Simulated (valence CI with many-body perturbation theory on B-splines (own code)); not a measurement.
## E1 transitions of Sb46+

Computed by valence CI with perturbative core correlation (CI+MBPT): three valence electrons over a frozen Dirac-Fock core [He], radial functions for each j: 11 s, 11 p, 9 d, 7 f, 5 g, 2 h, 1 i, with the one-electron correlation potential Σ1 (screened to all orders), the two-electron term Σ2, the three-electron term Σ3, Breit, model QED; selected single and double excitations, second order for the rest (own B-spline code, finite nucleus).

No measured spectrum was set against this ion. As an estimate, large intervals hold to a few tenths of a per cent, small ones and those within an open d or f shell to about a per cent.

Lines 1 to 50 of 276 in falling wavelength, among levels below 42965 × 10³ cm⁻¹, chosen from the strongest by gf and those to the six lowest levels. Wavelengths and rates use the calculated energies. Electric multipoles are in the length gauge, E1 and E2 with the static RPA response of the core. Weak lines are less certain than strong ones. Lines between different terms over intervals too small for the method are left out, as are lines whose strength nearly cancels. The highest levels of a list are the least certain.

Levels are named by their leading jj configuration (3d3/2^4 stands for four electrons in 3d with j = 3/2), which in mixed levels can hold well under half, so a name can repeat and another be missing. Letters in brackets count levels of one name in rising energy.

| λ vac (nm) | Upper | Lower | A (s⁻¹) | log gf | Branch % |
| --- | --- | --- | --- | --- | --- |
| 21.16 | (2s 2p3/2 3d5/2) J=9/2 | (2s 2p3/2 3p3/2) J=7/2 | 3.65e+09 | -0.61 | 39.1 |
| 20.93 | (2p1/2 2p3/2 3d5/2) J=9/2 | (2p1/2 2p3/2 3p3/2) J=7/2 | 4.36e+09 | -0.54 | 0.4 |
| 20.58 | (2p1/2 2p3/2 3d5/2) J=7/2 | (2p1/2 2p3/2 3p3/2) J=5/2 [a] | 4.00e+09 | -0.69 | 0.0 |
| 20.50 | (2s 2p1/2 3d5/2) J=7/2 | (2s 2p1/2 3p3/2) J=5/2 | 4.10e+09 | -0.68 | 0.0 |
| 20.03 | (2p1/2^2 3d5/2) J=5/2 | (2p1/2^2 3p3/2) J=3/2 | 4.82e+09 | -0.76 | 0.0 |
| 19.51 | (2s 2p1/2 3d5/2) J=5/2 [a] | (2s 2p1/2 3p3/2) J=3/2 [a] | 4.05e+09 | -0.86 | 0.0 |
| 19.17 | (2p1/2 2p3/2 3d5/2) J=5/2 [b] | (2p1/2 2p3/2 3p3/2) J=3/2 [b] | 3.41e+09 | -0.95 | 0.0 |
| 18.44 | (2p1/2 2p3/2 3d5/2) J=5/2 [a] | (2p1/2 2p3/2 3p3/2) J=3/2 [a] | 3.64e+09 | -0.95 | 0.0 |
| 18.26 | (2s 2p1/2 3d5/2) J=5/2 [b] | (2s 2p1/2 3p3/2) J=3/2 [b] | 4.93e+09 | -0.83 | 0.0 |
| 18.00 | (2s 2p3/2 3d5/2) J=7/2 [a] | (2s 2p3/2 3p3/2) J=5/2 [a] | 4.43e+09 | -0.76 | 0.0 |
| 16.76 | (2s 2p3/2 3d5/2) J=7/2 [b] | (2p1/2 2p3/2 3s) J=5/2 | 3.42e+09 | -0.94 | 0.0 |
| 12.20 | (2p1/2 2p3/2 3d3/2) J=7/2 | (2s 2p3/2 3d3/2) J=5/2 [b] | 7.59e+09 | -0.87 | 0.6 |
| 11.91 | (2p1/2 2p3/2 3d3/2) J=5/2 [b] | (2p1/2 2p3/2 3p1/2) J=3/2 [b] | 8.70e+09 | -0.95 | 0.0 |
| 11.84 | (2s 2p1/2 2p3/2) J=3/2 [a] | (2s^2 2p3/2) J=3/2 | 3.04e+08 | -2.59 | 14.0 |
| 11.51 | (2p1/2 2p3/2 3p3/2) J=7/2 | (2s 2p3/2 3p3/2) J=5/2 [b] | 2.54e+10 | -0.39 | 0.0 |
| 10.89 | (2s 2p3/2 3d3/2) J=5/2 [a] | (2s 2p3/2 3p1/2) J=5/2 | 9.94e+09 | -0.97 | 0.0 |
| 10.87 | (2s 2p3/2 3p3/2) J=3/2 [a] | (2s 2p3/2 3s) J=3/2 [a] | 2.16e+10 | -0.82 | 0.0 |
| 10.64 | (2p1/2 2p3/2 3p3/2) J=5/2 [b] | (2s 2p3/2 3p3/2) J=3/2 [b] | 1.60e+10 | -0.79 | 0.0 |
| 10.64 | (2s 2p3/2 3d3/2) J=5/2 [a] | (2s 2p3/2 3p1/2) J=3/2 [a] | 1.11e+10 | -0.95 | 0.0 |
| 10.61 | (2p1/2^2 3d3/2) J=3/2 | (2p1/2^2 3p1/2) J=1/2 | 2.76e+10 | -0.73 | 0.0 |
| 10.61 | (2s 2p1/2 3p3/2) J=5/2 | (2s^2 3p3/2) J=3/2 | 1.92e+10 | -0.71 | 0.3 |
| 10.61 | (2p1/2 2p3/2 3d3/2) J=5/2 [a] | (2p1/2 2p3/2 3p1/2) J=3/2 [a] | 2.05e+10 | -0.68 | 0.1 |
| 10.48 | (2s 2p3/2 3d3/2) J=7/2 | (2s 2p3/2 3p1/2) J=5/2 | 2.05e+10 | -0.57 | 0.0 |
| 10.45 | (2p1/2 2p3/2 3p3/2) J=3/2 [a] | (2p1/2 2p3/2 3s) J=1/2 | 1.78e+10 | -0.93 | 0.0 |
| 10.25 | (2s 2p1/2 3d3/2) J=3/2 [a] | (2s 2p1/2 3p1/2) J=1/2 [a] | 2.51e+10 | -0.80 | 0.0 |
| 10.19 | (2p1/2 2p3/2 3d3/2) J=7/2 | (2p1/2 2p3/2 3p1/2) J=5/2 | 1.71e+10 | -0.67 | 1.5 |
| 10.18 | (2s 2p1/2 3p3/2) J=3/2 [b] | (2s 2p1/2 3s) J=1/2 [b] | 2.27e+10 | -0.85 | 0.0 |
| 10.09 | (2s 2p1/2 3d3/2) J=5/2 | (2s 2p1/2 3p1/2) J=3/2 | 1.67e+10 | -0.82 | 0.0 |
| 10.08 | (2p1/2 2p3/2 3p3/2) J=5/2 [a] | (2p1/2 2p3/2 3s) J=3/2 [a] | 3.99e+10 | -0.44 | 0.0 |
| 10.05 | (2p1/2^2 3p3/2) J=3/2 | (2p1/2^2 3s) J=1/2 | 4.78e+10 | -0.54 | 0.1 |
| 10.01 | (2s 2p3/2 3d3/2) J=5/2 [b] | (2s 2p3/2 3p1/2) J=3/2 [b] | 3.14e+10 | -0.55 | 0.0 |
| 9.881 | (2s^2 3d3/2) J=3/2 | (2s^2 3p1/2) J=1/2 | 2.97e+10 | -0.76 | 0.0 |
| 9.805 | (2s 2p3/2 3p3/2) J=5/2 [a] | (2s 2p3/2 3s) J=3/2 [a] | 1.94e+10 | -0.78 | 0.0 |
| 9.758 | (2s 2p3/2 3p3/2) J=7/2 | (2s 2p3/2 3s) J=5/2 | 4.68e+10 | -0.27 | 12.7 |
| 9.723 | (2p1/2 2p3/2 3p3/2) J=7/2 | (2p1/2 2p3/2 3s) J=5/2 | 1.56e+10 | -0.75 | 0.0 |
| 9.550 | (2p1/2 2p3/2 3p3/2) J=3/2 [b] | (2p1/2 2p3/2 3s) J=3/2 [b] | 2.85e+10 | -0.81 | 0.0 |
| 9.409 | (2s 2p3/2 3p3/2) J=5/2 [b] | (2s 2p3/2 3s) J=3/2 [b] | 4.76e+10 | -0.42 | 0.1 |
| 9.214 | (2s 2p1/2 2p3/2) J=5/2 | (2s^2 2p3/2) J=3/2 | 3.54e+09 | -1.57 | 100.0 |
| 9.203 | (2s 2p1/2 3p3/2) J=3/2 [a] | (2s 2p1/2 3s) J=1/2 [a] | 5.18e+10 | -0.58 | 0.1 |
| 8.976 | (2p1/2 2p3/2 3p3/2) J=5/2 [b] | (2p1/2 2p3/2 3s) J=3/2 [b] | 1.69e+10 | -0.91 | 0.0 |
| 8.845 | (2s^2 3p3/2) J=3/2 | (2s^2 3s) J=1/2 | 5.71e+10 | -0.57 | 0.3 |
| 8.748 | (2s 2p1/2 3p3/2) J=5/2 | (2s 2p1/2 3s) J=3/2 | 3.63e+10 | -0.60 | 0.6 |
| 8.670 | (2s 2p3/2 3p3/2) J=1/2 [b] | (2s 2p3/2 3s) J=1/2 | 5.27e+10 | -0.93 | 1.4 |
| 8.653 | (2s 2p3/2 3p3/2) J=5/2 [a] | (2s 2p3/2 3s) J=5/2 | 2.53e+10 | -0.77 | 0.0 |
| 8.619 | (2s 2p3/2 3p3/2) J=3/2 [b] | (2s 2p3/2 3s) J=1/2 | 4.15e+10 | -0.73 | 0.1 |
| 8.564 | (2s 2p1/2 3p3/2) J=3/2 [b] | (2s 2p1/2 3s) J=3/2 | 3.26e+10 | -0.84 | 0.0 |
| 8.557 | (2p1/2 2p3/2 3p3/2) J=5/2 [b] | (2p1/2 2p3/2 3s) J=5/2 | 3.23e+10 | -0.67 | 0.0 |
| 8.280 | (2s 2p1/2^2) J=1/2 | (2s^2 2p1/2) J=1/2 | 7.67e+09 | -1.80 | 100.0 |
| 8.178 | (2p1/2 2p3/2 3p3/2) J=1/2 [b] | (2p1/2 2p3/2 3s) J=3/2 [b] | 5.46e+10 | -0.96 | 0.1 |
| 7.664 | (2p1/2^2 2p3/2) J=3/2 | (2s 2p1/2 2p3/2) J=3/2 [b] | 7.70e+09 | -1.57 | 2.0 |
